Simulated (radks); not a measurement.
Values are calculated unless marked as measured or tabulated.
The nuclear charge of neutral chlorine is varied continuously with 17 electrons held in [Ne] 3s2 3p5. Level of theory: non-relativistic Kohn-Sham, TPSS, spin-polarised, spherical densities, point nucleus; open shells are filled with parallel spins first; meta-GGA in the generalised Kohn-Sham scheme (a radial shooting solver on a logarithmic mesh with Libxc functionals). By the Hellmann-Feynman theorem dE/dZ = E(electron-nucleus)/Z, the electronic potential at the nucleus.

| Z | E (hartree) | E(electron-nucleus)/Z (hartree) | HOMO | e(HOMO) (eV) | <r> HOMO (bohr) |
|---|---|---|---|---|---|
| 16.8 | -447.39515 | -63.4190 | 3p | -5.943 | 1.936 |
| 16.9 | -453.76132 | -63.9043 | 3p | -7.040 | 1.895 |
| 17 | -460.17601 | -64.3893 | 3p | -8.178 | 1.857 |
| 17.1 | -466.63916 | -64.8738 | 3p | -9.356 | 1.820 |
| 17.2 | -473.15076 | -65.3581 | 3p | -10.573 | 1.786 |
| 17.3 | -479.71077 | -65.8420 | 3p | -11.829 | 1.753 |
| 17.4 | -486.31915 | -66.3257 | 3p | -13.122 | 1.722 |
| 17.5 | -492.97589 | -66.8091 | 3p | -14.453 | 1.692 |
| 17.6 | -499.68097 | -67.2923 | 3p | -15.821 | 1.663 |
| 17.7 | -506.43435 | -67.7753 | 3p | -17.226 | 1.636 |
| 17.8 | -513.23601 | -68.2580 | 3p | -18.666 | 1.610 |
| 17.9 | -520.08594 | -68.7406 | 3p | -20.143 | 1.585 |
| 18 | -526.98413 | -69.2230 | 3p | -21.655 | 1.561 |

The central difference of E at Z = 17 is -64.389 hartree, to compare with the third column; the second derivative is -4.85 hartree.
